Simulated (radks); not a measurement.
Results of a calculation; reference values are marked as such.
The ytterbium ion Yb+ inside a hard spherical wall (all orbitals vanish at R), configuration held at [Xe] 4f14 6s1 and not refilled when levels cross. Code: a radial shooting solver on a logarithmic mesh with Libxc functionals. Model: scalar-relativistic Kohn-Sham, LDA (Slater exchange, Perdew-Wang correlation), spin-polarised, spherical densities, finite nucleus; open shells are filled with parallel spins first (spin-orbit coupling, left out, can overturn this in heavy ions); Fermi nuclear charge, rms radius 5.3108 fm. Eigenvalues in eV for spin up, with the zero of energy where the potential of the charges vanishes at infinity; a dash marks a level that is unbound or too diffuse for the functional's potential to be trusted. A positive occupied level is held by the wall or, in an anion where self-interaction has pushed it up, behind a barrier. The pressure on the wall is -dE/dV.

| R (bohr) | E (hartree) | kinetic (hartree) | e(5s) | e(5p) | e(4f) | e(6s) | e(5d, empty) | e(6p, empty) | pressure (GPa) |
|---|---|---|---|---|---|---|---|---|---|
| free | -14049.2770 | 15302.579 | -61.967 | -34.485 | -10.034 | -9.862 | -6.965 | -5.912 | 0 |
| 12 | -14049.2769 | 15302.579 | -61.966 | -34.484 | -10.034 | -9.861 | -6.964 | -5.905 | 0.000184 |
| 8 | -14049.2748 | 15302.601 | -61.866 | -34.387 | -9.935 | -9.749 | -6.853 | -5.516 | 0.103 |
| 7 | -14049.2692 | 15302.642 | -61.700 | -34.227 | -9.769 | -9.513 | -6.658 | -4.925 | 0.460 |
| 6 | -14049.2506 | 15302.753 | -61.328 | -33.873 | -9.392 | -8.831 | -6.181 | -3.505 | 2.07 |
| 5 | -14049.1887 | 15303.053 | -60.538 | -33.135 | -8.560 | -6.859 | -5.025 | 0.012 | 10.1 |
| 3 | -14047.7722 | 15309.272 | -52.510 | -25.044 | 1.027 | 23.198 | 8.690 | 41.333 | 692 |
| 2.5 | -14045.3670 | 15319.251 | -43.525 | -14.800 | 11.903 | 59.362 | 24.198 | 84.908 | 3010 |
| 2 | -14037.3662 | 15349.344 | -20.064 | 13.268 | 37.155 | 149.88 | 63.155 | 187.34 | 16800 |
| 1.5 | -14004.3193 | 15460.448 | 61.369 | 109.84 | 103.12 | 417.71 | 184.09 | 475.54 | 138000 |
